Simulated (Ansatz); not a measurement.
Start from `C[SiH2][AsH]O` and change one atom or group to get `O[AsH][SiH3]`.

Ansatz, PBE0-D4/def2-TZVP geometries, multiplicity 1. Each molecule was computed in one conformer, which needn't be the lowest.

Scalar relativity is left out up to krypton.

```json
{"property": "HOMO energy (ωB97M-V/def2-TZVPP) / eV", "`C[SiH2][AsH]O`": "-9.05"}
{"property": "LUMO energy (PBE/def2-TZVPP) / eV", "`C[SiH2][AsH]O`": "-1.58"}
{"property": "LUMO energy (PBE0/def2-TZVPP) / eV", "`C[SiH2][AsH]O`": "-0.70"}
{"property": "size of the dipole moment (ωB97M-V/def2-TZVPP) / D", "`C[SiH2][AsH]O`": "0.14"}
{"property": "HOMO–LUMO gap (B3LYP/def2-TZVPP) / eV", "`C[SiH2][AsH]O`": "5.84"}
{"property": "HOMO–LUMO gap (ωB97M-V/def2-TZVPP) / eV", "`C[SiH2][AsH]O`": "10.19"}
```

Task: What does the change do to each property? (Estimate.)

Result: Computed: 
| property | `O[AsH][SiH3]` | shift |
| --- | --- | --- |
| HOMO energy (ωB97M-V/def2-TZVPP) / eV | -9.28 | -0.23 |
| LUMO energy (PBE/def2-TZVPP) / eV | -1.71 | -0.13 |
| LUMO energy (PBE0/def2-TZVPP) / eV | -0.82 | -0.12 |
| size of the dipole moment (ωB97M-V/def2-TZVPP) / D | 1.01 | 0.87 |
| HOMO–LUMO gap (B3LYP/def2-TZVPP) / eV | 5.95 | 0.11 |
| HOMO–LUMO gap (ωB97M-V/def2-TZVPP) / eV | 10.33 | 0.14 |

With PBE0 the HOMO falls by 0.22 eV and the LUMO falls by 0.12 eV, so the gap widens by about 0.10 eV. PBE moves the HOMO by -0.22 eV and ωB97M-V by -0.23 eV. Dipoles are sizes alone; their direction can turn.

B3LYP here is the variant with VWN-RPA as its local correlation; programs differ in this.
